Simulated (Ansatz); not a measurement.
Process, species as SMILES: CCCC[Si](Cl)(Cl)Cl [butyl(trichloro)silane] + 3 C (CH4) + 3 [SiH4] (SiH4) → 3 CC (C2H6) [ethane] + C[SiH3] [methylsilane] + 3 [SiH3]Cl [chlorosilane]
Geometries: B3LYP-D3(BJ)/def2-TZVP minima from Ansatz (a program for electronic structure), one conformer each, not searched for the lowest.

Quantity: bond separation energy (electronic energy difference), in kcal/mol. Cores are frozen in the correlated levels unless marked. Spin-orbit coupling is left out. Non-relativistic. CBS(X,Y): correlation extrapolated as X^-3; Hartree-Fock from the larger set. The bracket is a focal-point correction in the basis named.

Level to compare with: RI-MP2/CBS(cc-pV(T+d)Z,cc-pV(Q+d)Z)+[CCSD(T)-MP2]/cc-pV(T+d)Z (Ansatz), 12.8 kcal/mol. It is a level with limits of its own, and the differences hold the functionals' basis error too.

Q: Rank these functionals by how close they come to RI-MP2/CBS(cc-pV(T+d)Z,cc-pV(Q+d)Z)+[CCSD(T)-MP2]/cc-pV(T+d)Z, closest first: B3LYP/def2-TZVPD (Ansatz); CAM-B3LYP/def2-TZVPD (Ansatz); PBE/def2-TZVPD (Ansatz).

A: PBE/def2-TZVPD (GGA, 9.6 kcal/mol, difference -3.2), CAM-B3LYP/def2-TZVPD (range-separated hybrid, 7.8 kcal/mol, difference -5.0), B3LYP/def2-TZVPD (global hybrid, 6.3 kcal/mol, difference -6.5)
